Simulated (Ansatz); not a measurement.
Cost and result for the atomization energy of C2H7AlSn (`C=[C]([AlH2])[SnH3]`) (11 atoms, 10 bonds).

```xyz
11

C    -0.807    0.614    1.266
C    -0.003    0.069    0.343
Al    1.719   -0.591    0.942
Sn   -0.704   -0.012   -1.673
H    -0.513    0.687    2.316
H    -1.798    1.019    1.049
H     2.067   -0.445    2.486
H     2.736   -1.251   -0.083
H     0.350    0.850   -2.707
H    -0.781   -1.631   -2.215
H    -2.265    0.690   -1.724
```

Total charge 0; spin multiplicity 1. Correlated methods include outer-core shells of Sn, which these sets cover unevenly. Sn: def2 effective core potential. The geometry is a stationary point of PBE0-D4/def2-TZVP. Program: Ansatz. All runs use 4 threads of an Intel Xeon Platinum 8488C on a shared host. Times are those of one run each, without the atoms' runs, and a repeat can differ threefold. Electronic energies, without spin–orbit coupling; frozen cores. CCSD(T)/CBS adds CCSD(T) − MP2 in def2-TZVPP to the MP2 limit, and its time is that of the two runs behind it. T1 = 0.013. With those shells the extrapolation isn't a true limit. B3LYP takes the VWN-RPA correlation (the form of Gaussian; ORCA's B3LYP/G).

CCSD(T)/CBS is a level of theory with its own doubt, some kJ/mol a heavy atom from the limit and from the frozen cores, so smaller differences don't rank the functionals.

```tsv
level	functions	wall time	atomization (kcal/mol)	difference from CCSD(T)/CBS	per bond
PBE-D4/def2-TZVPP (with forces)	252	1.9 s	811.9	-1.8	-0.2
PBE0-D4/def2-TZVPP	252	2.2 s	804.5	-9.2	-0.9
r2SCAN-D4/def2-TZVPP (with forces)	252	3.1 s	809.4	-4.3	-0.4
B3LYP-D4/def2-TZVPP (with forces)	252	3.6 s	808.1	-5.6	-0.6
B2PLYP/def2-TZVPP	252	4.3 s	798.1	-15.6	-1.6
ωB97X-V/def2-TZVPP	252	5.5 s	814.2	0.5	0.1
ωB97M-V/def2-TZVPP (with forces)	252	7.5 s	810.4	-3.3	-0.3
MP2/def2-QZVPP	476	16 s	803.6	-10.1	-1.0
CCSD(T)/def2-TZVPP	252	84 s	795.1	-18.6	-1.9
CCSD(T)/CBS(def2)	–	99 s	813.7	0.0	0.0
```

The D4 term adds +9.5 kcal/mol with B3LYP and +5.0 kcal/mol with PBE0; it sums over pairs of atoms, weighted by their polarisabilities, and B3LYP, whose exchange is more repulsive, gets the larger term. In def2-TZVPP, CCSD(T) changes the Hartree–Fock value by +197.4 kcal/mol (the triples alone add +11.4 kcal/mol) and MP2 by +194.8 kcal/mol; breaking electron pairs costs correlation energy, which Hartree–Fock lacks. From PBE to PBE0 (25 % exact exchange), in def2-TZVPP and without D4, the atomization energy moves by −6.5 kcal/mol: exact exchange takes away binding that semilocal exchange gives to molecules.

Spin–orbit coupling would lower the free Sn atoms strongly, and the atomization energy with them, by more than many differences here. For some Ge, Se and Sn compounds the MP2-based and the directly extrapolated limit differ by 10 to 25 kJ/mol.
